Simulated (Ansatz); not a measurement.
Abridged output of a molecular run in Ansatz:

```
Functional definition: HF
1381 factors; integrals over basis functions are off by at most 1.2e-3 eV
mean field evaluation 1: about -57361.6312 eV, gradient 4.0e1 eV
mean field evaluation 2: about -57361.6385 eV, gradient 4.0e1 eV
mean field evaluation 4: about -57365.6680 eV, gradient 3.7e0 eV
mean field evaluation 8: about -57365.7148 eV, gradient 2.0e-4 eV
mean field -57365.71477323 eV, -2108.1511340382 hartree, gradient 1.3e-6 eV, S^2 0.000000; 0 other end points of the search recorded, 0 dependent functions left out
28 core orbitals not correlated: weight in the atoms' cores, before any rotation towards them, 1.000 or more for the frozen orbitals, at most 0.000 for the correlated occupied ones
reference -57365.71477323 eV, -2108.1511340382 hartree; 23, 23 occupied and 96, 96 virtual orbitals, 1381 factors
second order -27.27789493 eV of doubles, -0.00000000 eV of singles
cycle   1  -28.12166659 eV  change   -8.4e-1 eV  update   1.2e-1
cycle   2  -28.80369098 eV  change   -6.8e-1 eV  update   3.5e-2
cycle   3  -28.95503068 eV  change   -1.5e-1 eV  update   1.7e-2
cycle   4  -28.95609343 eV  change   -1.1e-3 eV  update   4.7e-3
cycle   5  -28.95723190 eV  change   -1.1e-3 eV  update   2.2e-3
cycle   6  -28.95815814 eV  change   -9.3e-4 eV  update   6.4e-4
cycle   7  -28.95816482 eV  change   -6.7e-6 eV  update   2.2e-4
cycle   8  -28.95827214 eV  change   -1.1e-4 eV  update   6.1e-5
cycle   9  -28.95830940 eV  change   -3.7e-5 eV  update   2.0e-5
perturbative correction -0.85859187 eV, -0.0315526693 hartree
Total energy: -57395.53167450 eV, -2109.2468849494 hartree
```

Its atoms:

Cartesian coordinates in Å:
```
O 0.183 0.408 3.029
Si 1.245 0.279 1.805
Cl 2.429 -1.377 1.995
C 0.380 0.108 0.205
C -0.209 0.002 -0.850
Si -1.069 -0.176 -2.436
Cl -1.602 1.668 -3.111
Cl -2.731 -1.316 -2.152
H -0.502 -0.257 3.122
H 2.086 1.484 1.833
H -0.210 -0.824 -3.440
```

Which basis set was used?
A. def2-SVP
B. cc-pV(Q+d)Z
C. def2-TZVPPD
D. def2-QZVPP

A. It gives 147 functions.

Write the keys of the input that set method, charge and spin (a neutral closed shell needs none for the last two).


```yaml
correlation: {method: ccsd_t}
```
